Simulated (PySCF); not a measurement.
Si₂ (SMILES [Si]=[Si]), triplet, geometry from GFN2-xTB. Base run: M062X/STO-3G (PySCF).

Here is a job for PySCF.
```python
from pyscf import gto, scf, dft

mol = gto.M(
    atom='''
Si   -0.00000000   -0.00000000   -1.08705761
Si    0.00000000    0.00000000    1.08705761
''',
    basis='sto-3g',
    spin=2,
    verbose=4,
)

mf = dft.UKS(mol)
mf.xc = 'm062x'
mf.kernel()
```

The base run was repeated with changes; each row names its change, and settings that it needs were set with it.

```csv
change,ΔE vs base (mEh),fitting functions
base,0.000,-
auxbasis = cc-pvtz-jkfit,-0.221,242
auxbasis = cc-pvdz-jkfit,-0.187,224
auxbasis = def2-universal-jfit,1985.2,102
"exchange = seminumerical (SGX) (with mf = sgx.sgx_fit(mf, auxbasis='def2-universal-jfit'); with mf.with_df.dfj = True)",-2.008,102
auxbasis = even-tempered beta=3.0,-11.621,102
only_dfj = on; auxbasis = def2-universal-jfit,-2.014,102
auxbasis = default (with mf = mf.density_fit()),-0.907,256
auxbasis = cc-pvtz-ri,-3.278,244
auxbasis = cc-pvqz-jkfit,-0.235,296
```

A fitting set is made for a task (jfit for Coulomb, jkfit for Coulomb and exchange, ri for correlation) and for a family of orbital bases.

Open shells are given as the SCF converged; they aren't shown to be the lowest states, and a large step between rows can be another state.
